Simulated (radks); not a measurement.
The numbers below are computed, except where a source is named.
Task: The table gives one normalised radial function P(r) = r R(r) of Pm56+ in [He] 2s2 2p1 (r in bohr). Code: a radial shooting solver on a logarithmic mesh with Libxc functionals. Model: scalar-relativistic Kohn-Sham, PBEsol, spin-polarised, spherical densities, finite nucleus; open shells are filled with parallel spins first (spin-orbit coupling, left out, can overturn this in heavy ions); Fermi nuclear charge, rms radius 4.962 fm.

| r | P |
|---|---|
| 0.00156 | 0.0218 |
| 0.001936 | 0.0316 |
| 0.002403 | 0.0458 |
| 0.002982 | 0.0664 |
| 0.003701 | 0.0962 |
| 0.004557 | 0.1371 |
| 0.005656 | 0.1973 |
| 0.007019 | 0.2823 |
| 0.008711 | 0.4011 |
| 0.01081 | 0.5642 |
| 0.01331 | 0.7738 |
| 0.01652 | 1.0566 |
| 0.0205 | 1.4119 |
| 0.02545 | 1.8361 |
| 0.03133 | 2.2897 |
| 0.03889 | 2.7624 |
| 0.04826 | 3.1620 |
| 0.0599 | 3.3909 |
| 0.07434 | 3.3531 |
| 0.09153 | 3.0159 |
| 0.1136 | 2.3904 |
| 0.141 | 1.6240 |
| 0.175 | 0.9116 |
| 0.2172 | 0.4037 |
| 0.2674 | 0.1396 |
| 0.3318 | 0.0324 |
| 0.4118 | 0.0048 |
| 0.5111 | 0.0004 |
| 0.6344 | 0.0000 |

Which n and l does it have? It may be an empty orbital.

Result: n = 2, l = 1: the number of nodes gives n - l - 1 = 0, the rise at small r (about r^(l+1), flatter next to the nucleus through relativity) gives l, and the extent must fit the shell. The curve is that of 2p down; the table hardly tells the two spins apart. 2p down (empty): eigenvalue -11537.5 eV, 0 radial nodes, <r> = 0.0823 bohr, 90 % of the charge inside 0.133 bohr.
